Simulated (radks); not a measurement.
Results of a calculation; reference values are marked as such.
Question: The table gives one normalised radial function P(r) = r R(r) of As19+ in [Ne] 3s2 3p2 (r in bohr). Code: a radial shooting solver on a logarithmic mesh with Libxc functionals. Model: scalar-relativistic Kohn-Sham, SCAN, spin-polarised, spherical densities, finite nucleus; open shells are filled with parallel spins first; meta-GGA in the generalised Kohn-Sham scheme; Fermi nuclear charge, rms radius 4.0968 fm.

r         P
0.005138   0.0284
0.00719    0.0524
0.009981   0.0946
0.01397    0.1706
0.01939    0.2969
0.02713    0.5071
0.03766    0.8178
0.0527     1.2526
0.07316    1.7468
0.1024     2.1849
0.1421     2.3306
0.1989     2.0090
0.2783     1.2888
0.3863     0.5664
0.5406     0.1434
0.7504     0.0183
1.05       0.0008
1.458      0.0000

Which n and l does it have? It may be an empty orbital.

Answer: n = 2, l = 1: the number of nodes gives n - l - 1 = 0, the rise at small r (about r^(l+1)) gives l, and the extent must fit the shell. The curve is that of 2p down; the table hardly tells the two spins apart. 2p down: eigenvalue -2063.9 eV, 0 radial nodes, <r> = 0.175 bohr, 90 % of the charge inside 0.284 bohr.
